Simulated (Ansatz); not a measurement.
Relaxation of Si₄₃H₅₆, a nanocrystal cut from cubic silicon with RKS PBE-D4/def2-SVP.

```sh
$ ansatz run in.yaml --threads 11 --pin off --events-out ev --progress --plain --max-ram 174080MiB --backend cuda --devices 0, --max-vram 75GiB
```

```yaml
crystal:
  periodic: [false, false, false]
  atoms:
    - {symbol: Si, position_ang: [-4.794900, -3.334000, -0.269300]}
    - {symbol: Si, position_ang: [-7.535200, -0.617300, -0.267600]}
    - {symbol: Si, position_ang: [-4.808200, -0.622200, 2.446700]}
    - {symbol: Si, position_ang: [-4.795700, 2.085100, -0.266100]}
    - {symbol: Si, position_ang: [-2.095700, -6.064300, -0.281500]}
    - {symbol: Si, position_ang: [-2.075600, -3.345800, 2.436800]}
    - {symbol: Si, position_ang: [0.619100, -3.350200, -0.274200]}
    - {symbol: Si, position_ang: [-2.088800, 2.104000, -2.974700]}
    - {symbol: Si, position_ang: [0.590200, -0.659200, -2.992400]}
    - {symbol: Si, position_ang: [-2.091000, -0.627700, -0.271000]}
    - {symbol: Si, position_ang: [-2.052900, 2.067900, 2.435500]}
    - {symbol: Si, position_ang: [0.661500, -0.621200, 2.451200]}
    - {symbol: Si, position_ang: [0.623200, 2.059900, -0.271800]}
    - {symbol: Si, position_ang: [-2.083000, 4.781700, -0.284500]}
    - {symbol: Si, position_ang: [0.629800, 4.786000, 2.439700]}
    - {symbol: Si, position_ang: [0.632300, 7.516200, -0.281900]}
    - {symbol: Si, position_ang: [3.355300, -6.048500, -0.269500]}
    - {symbol: Si, position_ang: [3.334100, -3.335400, 2.433700]}
    - {symbol: Si, position_ang: [6.075100, -3.362500, -0.260600]}
    - {symbol: Si, position_ang: [3.346100, -0.649600, -0.279000]}
    - {symbol: Si, position_ang: [3.347200, 2.088700, 2.426500]}
    - {symbol: Si, position_ang: [6.045300, 2.087600, -0.281300]}
    - {symbol: Si, position_ang: [3.349900, 4.811500, -0.299000]}
    - {symbol: Si, position_ang: [-6.154100, -1.970300, -1.636500]}
    - {symbol: Si, position_ang: [-3.454500, -4.692800, -1.628200]}
    - {symbol: Si, position_ang: [-3.428900, -1.993800, 1.061200]}
    - {symbol: Si, position_ang: [-3.444000, 0.720200, -1.620400]}
    - {symbol: Si, position_ang: [-6.155000, 0.702400, 1.065500]}
    - {symbol: Si, position_ang: [-3.429100, 3.452600, 1.073900]}
    - {symbol: Si, position_ang: [-0.726900, -1.981900, -1.625000]}
    - {symbol: Si, position_ang: [2.001800, -4.700300, -1.633500]}
    - {symbol: Si, position_ang: [-0.730800, -4.688300, 1.049700]}
    - {symbol: Si, position_ang: [1.986500, -1.988100, 1.062100]}
    - {symbol: Si, position_ang: [-0.721900, 3.432600, -1.619100]}
    - {symbol: Si, position_ang: [1.986700, 0.736900, -1.613800]}
    - {symbol: Si, position_ang: [-0.721100, 0.713700, 1.060700]}
    - {symbol: Si, position_ang: [2.014900, 3.440700, 1.073100]}
    - {symbol: Si, position_ang: [1.990800, 6.155000, -1.619300]}
    - {symbol: Si, position_ang: [-0.726400, 6.158100, 1.072700]}
    - {symbol: Si, position_ang: [4.711200, -2.004100, -1.622100]}
    - {symbol: Si, position_ang: [4.727000, -4.727000, 1.046500]}
    - {symbol: Si, position_ang: [4.713400, 3.480600, -1.647100]}
    - {symbol: Si, position_ang: [4.685400, 0.735700, 1.070800]}
    - {symbol: H, position_ang: [-5.644900, -4.188800, 0.570800]}
    - {symbol: H, position_ang: [-8.358900, -1.463900, 0.560200]}
    - {symbol: H, position_ang: [-8.365500, 0.201500, -1.125700]}
    - {symbol: H, position_ang: [-5.637200, -1.484900, 3.262000]}
    - {symbol: H, position_ang: [-3.941100, 0.205500, 3.277600]}
    - {symbol: H, position_ang: [-5.629600, 2.915500, -1.114900]}
    - {symbol: H, position_ang: [-2.915400, -6.894800, 0.545500]}
    - {symbol: H, position_ang: [-1.235000, -6.907900, -1.127300]}
    - {symbol: H, position_ang: [-2.935300, -4.189400, 3.302800]}
    - {symbol: H, position_ang: [-1.265100, -2.506800, 3.246300]}
    - {symbol: H, position_ang: [-2.921800, 2.935300, -3.830500]}
    - {symbol: H, position_ang: [-1.256900, 1.250900, -3.816400]}
    - {symbol: H, position_ang: [1.478000, -1.438400, -3.823800]}
    - {symbol: H, position_ang: [-0.215200, 0.204400, -3.828000]}
    - {symbol: H, position_ang: [-2.920200, 1.247000, 3.281000]}
    - {symbol: H, position_ang: [-1.272500, 2.934200, 3.269700]}
    - {symbol: H, position_ang: [-0.223900, -1.458500, 3.298100]}
    - {symbol: H, position_ang: [1.475400, 0.208700, 3.264400]}
    - {symbol: H, position_ang: [-2.878700, 5.650500, -1.128500]}
    - {symbol: H, position_ang: [-0.218000, 3.964300, 3.255000]}
    - {symbol: H, position_ang: [1.470600, 5.630400, 3.296800]}
    - {symbol: H, position_ang: [-0.191900, 8.312100, -1.110800]}
    - {symbol: H, position_ang: [1.443800, 8.369400, 0.565400]}
    - {symbol: H, position_ang: [2.517400, -6.915000, 0.590300]}
    - {symbol: H, position_ang: [4.213800, -6.915000, -1.105900]}
    - {symbol: H, position_ang: [2.499100, -4.183900, 3.259400]}
    - {symbol: H, position_ang: [4.211500, -2.523800, 3.273900]}
    - {symbol: H, position_ang: [6.906600, -4.193200, -1.115000]}
    - {symbol: H, position_ang: [6.890600, -2.511200, 0.545300]}
    - {symbol: H, position_ang: [2.502600, 1.244400, 3.273400]}
    - {symbol: H, position_ang: [4.184400, 2.917400, 3.289700]}
    - {symbol: H, position_ang: [6.894200, 1.245400, -1.121400]}
    - {symbol: H, position_ang: [6.891100, 2.902800, 0.570600]}
    - {symbol: H, position_ang: [4.166400, 5.626100, 0.568300]}
    - {symbol: H, position_ang: [-6.989000, -2.831800, -2.499500]}
    - {symbol: H, position_ang: [-5.314400, -1.147600, -2.490400]}
    - {symbol: H, position_ang: [-4.268000, -5.551800, -2.486100]}
    - {symbol: H, position_ang: [-2.603800, -3.869600, -2.466200]}
    - {symbol: H, position_ang: [-4.303600, -0.083100, -2.478200]}
    - {symbol: H, position_ang: [-7.018100, 1.573300, 1.915300]}
    - {symbol: H, position_ang: [-4.274700, 4.274400, 1.919700]}
    - {symbol: H, position_ang: [-1.560300, -2.837000, -2.459000]}
    - {symbol: H, position_ang: [1.144400, -5.554300, -2.468000]}
    - {symbol: H, position_ang: [2.832500, -3.870400, -2.482100]}
    - {symbol: H, position_ang: [0.119600, -5.567700, 1.905200]}
    - {symbol: H, position_ang: [0.110900, 4.259100, -2.468800]}
    - {symbol: H, position_ang: [2.825000, 1.577500, -2.482900]}
    - {symbol: H, position_ang: [1.142100, 5.325700, -2.506100]}
    - {symbol: H, position_ang: [2.872300, 6.984600, -2.480100]}
    - {symbol: H, position_ang: [-1.551100, 6.994400, 1.893900]}
    - {symbol: H, position_ang: [3.876400, -2.813000, -2.476000]}
    - {symbol: H, position_ang: [5.537100, -1.144200, -2.482800]}
    - {symbol: H, position_ang: [5.547900, -5.538300, 1.910500]}
    - {symbol: H, position_ang: [3.846100, 2.601800, -2.482300]}
    - {symbol: H, position_ang: [5.556300, 4.281700, -2.457500]}
    - {symbol: H, position_ang: [5.543300, -0.106300, 1.908900]}
basis:
  gaussian: {orbitals: def2-SVP, fitting: {mean_field: def2-universal-jkfit}}
hamiltonian: {xc: pbe, dispersion: d4}
scf: {lower_state_search: "off"}
output: {orbitals: {seedname: orbitals}}
relax: {f_tol: 0.03, max_steps: 70}
```

It took 44 s on 11 threads of AMD EPYC 7R13 on a shared host and a whole NVIDIA H100 80GB HBM3, peak host memory 1.8 GiB.

Positions (Å) and forces (eV/Å) at steps 1, 2 of 7:

```xyz
99
step=1 energy=-339385.9552 eV
Si   -4.795   -3.334   -0.269    0.298    0.462   -0.648
Si   -7.535   -0.617   -0.268    1.453   -0.127   -0.347
Si   -4.808   -0.622    2.447    0.114   -0.389   -1.348
Si   -4.796    2.085   -0.266    0.596   -0.689    0.625
Si   -2.096   -6.064   -0.281    0.561    1.350   -0.577
Si   -2.076   -3.346    2.437   -0.984   -0.932   -1.312
Si    0.619   -3.350   -0.274    0.272    0.149   -0.244
Si   -2.089    2.104   -2.975   -0.249   -0.020    1.129
Si    0.590   -0.659   -2.992    0.783    0.302    1.501
Si   -2.091   -0.628   -0.271    0.010   -0.158   -0.195
Si   -2.053    2.068    2.436   -0.583   -0.105   -1.374
Si    0.661   -0.621    2.451   -0.971   -0.798   -1.443
Si    0.623    2.060   -0.272    0.288    0.492    0.055
Si   -2.083    4.782   -0.284    0.797   -0.282    0.707
Si    0.630    4.786    2.440    0.650    0.695   -1.357
Si    0.632    7.516   -0.282    0.365   -1.684    0.510
Si    3.355   -6.048   -0.270   -0.072    0.354   -0.163
Si    3.334   -3.335    2.434    0.464   -0.175   -1.486
Si    6.075   -3.362   -0.261   -1.433   -0.169   -0.562
Si    3.346   -0.650   -0.279    0.020    0.249   -0.091
Si    3.347    2.089    2.426    0.222    0.151   -0.750
Si    6.045    2.088   -0.281   -1.147   -0.092   -0.232
Si    3.350    4.811   -0.299   -0.755   -0.907   -0.481
Si   -6.154   -1.970   -1.637   -0.629   -0.565    1.005
Si   -3.454   -4.693   -1.628   -0.289   -0.529    1.024
Si   -3.429   -1.994    1.061   -0.136    0.188    0.528
Si   -3.444    0.720   -1.620    0.846    1.052    0.384
Si   -6.155    0.702    1.065    0.188    0.180   -0.028
Si   -3.429    3.453    1.074    0.579   -0.956   -0.423
Si   -0.727   -1.982   -1.625    0.601    0.625    0.612
Si    2.002   -4.700   -1.633   -0.637   -0.425    1.023
Si   -0.731   -4.688    1.050   -0.293   -0.099    0.157
Si    1.986   -1.988    1.062   -0.100   -0.005    0.253
Si   -0.722    3.433   -1.619   -0.815   -0.952    0.545
Si    1.987    0.737   -1.614   -0.885   -1.152   -0.001
Si   -0.721    0.714    1.061    0.111   -0.100    0.412
Si    2.015    3.441    1.073   -0.440   -0.024   -0.069
Si    1.991    6.155   -1.619    0.239    0.454    0.259
Si   -0.726    6.158    1.073    0.871   -1.004   -0.789
Si    4.711   -2.004   -1.622    0.567    0.572    1.007
Si    4.727   -4.727    1.046   -0.996    1.079    0.002
Si    4.713    3.481   -1.647   -0.460   -0.817    1.244
Si    4.685    0.736    1.071   -0.374    0.227   -0.465
H    -5.645   -4.189    0.571   -0.420   -0.402    0.447
H    -8.359   -1.464    0.560   -0.742   -0.745    0.692
H    -8.366    0.202   -1.126   -0.709    0.689   -0.602
H    -5.637   -1.485    3.262   -0.685   -0.709    0.650
H    -3.941    0.205    3.278    0.052    0.090    0.581
H    -5.630    2.916   -1.115   -0.654    0.643   -0.667
H    -2.915   -6.895    0.545   -0.869   -0.892    0.887
H    -1.235   -6.908   -1.127    0.373   -0.418   -0.364
H    -2.935   -4.189    3.303   -0.309   -0.311    0.215
H    -1.265   -2.507    3.246    0.599    0.607    1.043
H    -2.922    2.935   -3.830   -0.641    0.638   -0.529
H    -1.257    1.251   -3.816    0.119   -0.099   -0.578
H     1.478   -1.438   -3.824    0.740   -0.799   -0.686
H    -0.215    0.204   -3.828   -0.285    0.232   -0.706
H    -2.920    1.247    3.281   -0.070   -0.120    0.443
H    -1.272    2.934    3.270    0.479    0.387    0.808
H    -0.224   -1.458    3.298    0.160    0.115    0.255
H     1.475    0.209    3.264    0.611    0.631    0.994
H    -2.879    5.651   -1.129   -0.700    0.639   -0.701
H    -0.218    3.964    3.255   -0.331   -0.394    0.842
H     1.471    5.630    3.297    0.479    0.468    0.419
H    -0.192    8.312   -1.111   -1.114    1.143   -1.108
H     1.444    8.369    0.565    0.651    0.648    0.591
H     2.517   -6.915    0.590   -0.307   -0.260    0.268
H     4.214   -6.915   -1.106    0.272   -0.359   -0.341
H     2.499   -4.184    3.259   -0.648   -0.620    0.684
H     4.212   -2.524    3.274    0.445    0.531    0.541
H     6.907   -4.193   -1.115    0.673   -0.571   -0.592
H     6.891   -2.511    0.545    0.920    0.901    0.900
H     2.503    1.244    3.273   -0.024    0.020    0.482
H     4.184    2.917    3.290    0.578    0.578    0.474
H     6.894    1.245   -1.121    0.535   -0.514   -0.487
H     6.891    2.903    0.571    0.638    0.630    0.619
H     4.166    5.626    0.568    0.727    0.760    0.737
H    -6.989   -2.832   -2.499   -0.366   -0.387   -0.294
H    -5.314   -1.148   -2.490    0.181    0.161   -0.571
H    -4.268   -5.552   -2.486   -0.597   -0.512   -0.491
H    -2.604   -3.870   -2.466    0.189    0.231   -0.622
H    -4.304   -0.083   -2.478   -0.129   -0.203   -0.554
H    -7.018    1.573    1.915   -0.205    0.232    0.235
H    -4.275    4.274    1.920   -0.634    0.673    0.644
H    -1.560   -2.837   -2.459   -0.211   -0.175   -0.542
H     1.144   -5.554   -2.468   -0.452   -0.441   -0.391
H     2.833   -3.870   -2.482    0.195    0.202   -0.653
H     0.120   -5.568    1.905    0.257   -0.177    0.192
H     0.111    4.259   -2.469    0.311    0.277   -0.634
H     2.825    1.577   -2.483    0.009    0.030   -0.398
H     1.142    5.326   -2.506    0.140    0.096   -0.249
H     2.872    6.985   -2.480    0.283    0.319   -0.227
H    -1.551    6.994    1.894   -0.904    0.871    0.881
H     3.876   -2.813   -2.476   -0.287   -0.307   -0.721
H     5.537   -1.144   -2.483    0.462    0.470   -0.353
H     5.548   -5.538    1.911    0.759   -0.792    0.765
H     3.846    2.602   -2.482    0.227    0.281   -0.249
H     5.556    4.282   -2.458    1.082    1.092   -1.071
H     5.543   -0.106    1.909    0.501   -0.506    0.493
99
step=2 energy=-339388.6546 eV
Si   -4.826   -3.371   -0.284   -0.021    0.007   -0.304
Si   -7.543   -0.637   -0.279    0.345   -0.047   -0.172
Si   -4.914   -0.737    2.419    0.173    0.136   -0.375
Si   -4.820    2.091   -0.252    0.225   -0.261    0.219
Si   -2.094   -6.081   -0.286    0.174    0.316   -0.265
Si   -2.178   -3.450    2.419   -0.163   -0.259   -0.358
Si    0.627   -3.368   -0.253   -0.015    0.001   -0.092
Si   -2.179    2.189   -3.005    0.134   -0.153    0.472
Si    0.726   -0.735   -3.012   -0.077    0.139    0.553
Si   -2.094   -0.640   -0.261    0.164    0.140   -0.140
Si   -2.080    2.086    2.409   -0.140   -0.092   -0.339
Si    0.632   -0.640    2.419   -0.302   -0.149   -0.395
Si    0.636    2.084   -0.255   -0.088   -0.016   -0.066
Si   -2.086    4.816   -0.260    0.302   -0.182    0.233
Si    0.741    4.909    2.424    0.004    0.035   -0.395
Si    0.642    7.541   -0.283    0.194   -0.472    0.085
Si    3.352   -6.069   -0.270   -0.147    0.068   -0.101
Si    3.352   -3.351    2.422    0.081    0.031   -0.347
Si    6.076   -3.347   -0.272   -0.429    0.032   -0.214
Si    3.362   -0.632   -0.259    0.011    0.138   -0.021
Si    3.457    2.189    2.419   -0.030   -0.138   -0.193
Si    6.073    2.090   -0.283   -0.241   -0.022   -0.149
Si    3.376    4.828   -0.288   -0.147   -0.172   -0.320
Si   -6.274   -2.094   -1.628    0.034    0.038    0.292
Si   -3.552   -4.815   -1.628    0.081    0.044    0.338
Si   -3.465   -2.018    1.067   -0.105   -0.021    0.024
Si   -3.388    0.805   -1.588   -0.097   -0.032   -0.023
Si   -6.191    0.717    1.079    0.102   -0.115   -0.038
Si   -3.449    3.455    1.075    0.111   -0.146   -0.060
Si   -0.654   -1.939   -1.595   -0.090   -0.116    0.060
Si    1.890   -4.811   -1.620    0.043    0.055    0.370
Si   -0.732   -4.734    1.077   -0.200    0.106    0.036
Si    1.995   -1.993    1.074    0.119   -0.184    0.045
Si   -0.791    3.389   -1.587   -0.005    0.038    0.007
Si    1.924    0.656   -1.590    0.208    0.040   -0.110
Si   -0.726    0.723    1.071   -0.019   -0.053    0.255
Si    2.022    3.468    1.073    0.018    0.079   -0.083
Si    2.098    6.270   -1.620   -0.067   -0.049    0.058
Si   -0.709    6.182    1.076    0.342   -0.298   -0.273
Si    4.807   -1.889   -1.619    0.001   -0.044    0.347
Si    4.718   -4.714    1.070   -0.350    0.369   -0.160
Si    4.820    3.558   -1.631   -0.397   -0.453    0.401
Si    4.727    0.733    1.082   -0.224    0.238   -0.116
H    -5.681   -4.220    0.600   -0.133   -0.142    0.260
H    -8.395   -1.501    0.574   -0.323   -0.193    0.300
H    -8.405    0.229   -1.126   -0.278    0.189   -0.214
H    -5.757   -1.607    3.273   -0.359   -0.367    0.118
H    -4.081    0.081    3.334    0.030   -0.003    0.283
H    -5.665    2.940   -1.136   -0.239    0.215   -0.220
H    -2.939   -6.934    0.575   -0.253   -0.379    0.351
H    -1.222   -6.946   -1.141    0.095   -0.186   -0.121
H    -3.043   -4.300    3.293   -0.247   -0.208   -0.018
H    -1.370   -2.620    3.319    0.164    0.198    0.458
H    -3.039    3.050   -3.856   -0.315    0.319   -0.064
H    -1.357    1.359   -3.917    0.125   -0.129   -0.272
H     1.595   -1.581   -3.862    0.343   -0.349   -0.110
H    -0.106    0.089   -3.914   -0.161    0.163   -0.306
H    -2.901    1.260    3.322   -0.187   -0.182    0.150
H    -1.270    2.899    3.326    0.301    0.286    0.272
H    -0.204   -1.451    3.343   -0.063   -0.121    0.069
H     1.444    0.182    3.314    0.391    0.359    0.359
H    -2.924    5.668   -1.150   -0.220    0.234   -0.212
H    -0.078    4.078    3.324   -0.113   -0.154    0.389
H     1.594    5.754    3.305    0.302    0.286    0.019
H    -0.217    8.375   -1.136   -0.372    0.453   -0.385
H     1.487    8.410    0.577    0.168    0.281    0.249
H     2.492   -6.934    0.601   -0.043   -0.144    0.146
H     4.208   -6.952   -1.128    0.085   -0.124   -0.082
H     2.485   -4.199    3.283   -0.203   -0.216    0.243
H     4.210   -2.495    3.293    0.146    0.161    0.185
H     6.945   -4.197   -1.132    0.233   -0.183   -0.177
H     6.924   -2.487    0.578    0.377    0.253    0.372
H     2.624    1.377    3.340   -0.052   -0.018    0.262
H     4.309    3.039    3.293    0.301    0.346    0.052
H     6.938    1.224   -1.136    0.229   -0.146   -0.163
H     6.934    2.933    0.589    0.277    0.167    0.247
H     4.210    5.677    0.598    0.257    0.252    0.369
H    -7.110   -2.959   -2.513   -0.267   -0.226   -0.015
H    -5.437   -1.276   -2.534    0.150    0.123   -0.285
H    -4.403   -5.660   -2.509   -0.285   -0.306   -0.080
H    -2.725   -3.980   -2.526    0.110    0.150   -0.307
H    -4.200   -0.002   -2.531   -0.234   -0.261   -0.148
H    -7.047    1.601    1.947   -0.093    0.036    0.071
H    -4.301    4.313    1.943   -0.219    0.227    0.261
H    -1.483   -2.757   -2.513   -0.227   -0.221   -0.167
H     1.027   -5.667   -2.481   -0.265   -0.241   -0.043
H     2.709   -3.990   -2.537    0.160    0.186   -0.320
H     0.157   -5.596    1.933    0.042   -0.088    0.066
H     0.037    4.186   -2.519    0.277    0.269   -0.179
H     2.730    1.481   -2.533    0.180    0.183   -0.083
H     1.272    5.443   -2.546   -0.010   -0.045   -0.160
H     2.974    7.106   -2.498    0.186    0.242    0.010
H    -1.581    7.026    1.926   -0.281    0.330    0.311
H     3.990   -2.704   -2.538   -0.223   -0.204   -0.345
H     5.652   -1.022   -2.489    0.249    0.268   -0.025
H     5.569   -5.571    1.934    0.275   -0.268    0.227
H     3.966    2.729   -2.536    0.024    0.046   -0.146
H     5.665    4.401   -2.487    0.492    0.467   -0.295
H     5.587   -0.137    1.940    0.187   -0.161    0.154
```

Single mean-field runs in def2-SVP are fitted with def2-universal-jkfit.
